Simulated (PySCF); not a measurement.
## VO2Br, singlet: data card

Method: PBE0 in PySCF with V def2-SVP, O def2-SVP, Br def2-SVP; no relativity; density-fitted integrals.

The structure is a minimum.

Z-matrix (Å, degrees; charge 0 multiplicity 1):
```
V
O  1 1.5552
O  1 1.5552 2 109.06
Br 1 2.3282 2 118.01 3 138.30
```

- Point group: Cs
- Bond lengths: V–Br 2.328 Å, V–O 1.555 Å (×2)
- Bond angles: Br–V–O 118.0° (×2), O–V–O 109.1°
- Dipole moment: 2.80 D
- Principal quadrupole moments (Buckingham, traceless) about the centre of mass: -6.92, -4.22, 11.14 D Å
- Lowest empty level: -4.18 eV
- Principal polarisabilities: 25.2, 41.4, 64.4 bohr³
- Entropy at 298.15 K and 1 bar: 317.9 J/(mol K)
- Enthalpy at 298.15 K above 0 K: 15.21 kJ/mol
- Atomisation energy without zero-point energy: 1504 kJ/mol
- Rotational constants: 0.3037, 0.05751, 0.04954 cm⁻¹
- Heat capacity Cp at 298.15 K: 63.8 J/(mol K)
- Zero-point energy: 20.0 kJ/mol
- Highest occupied level: -8.63 eV
- Rotational symmetry number: 1

Harmonic modes (masses in u: V 50.944, O 15.995, Br 78.918):
```csv
symmetry,ω (cm⁻¹),IR (km/mol),type
a',123,48.3,bend
a'',172,1.8,bend
a',295,39.8,mixed
a',466,14.5,bend
a'',1139,228,stretch
a',1152,149,stretch
```

Charges (e):
```csv
atom,Mulliken,Löwdin,polar tensor,Mayer order to V1
V1,0.97,0.30,1.87,–
"O2,3",-0.36,-0.11,-0.68,2.15
Br4,-0.25,-0.07,-0.51,1.14
```

Mulliken populations on V1: s 6.16, p 12.51, d 3.33, f 0.04.

Formally V is in oxidation state +5, d0. The polar-tensor charge on V, 1.87, is far below the formal one.

This need not be the most stable arrangement of these atoms.

The final relaxation and frequency run took roughly 4 core-minutes on a shared host.
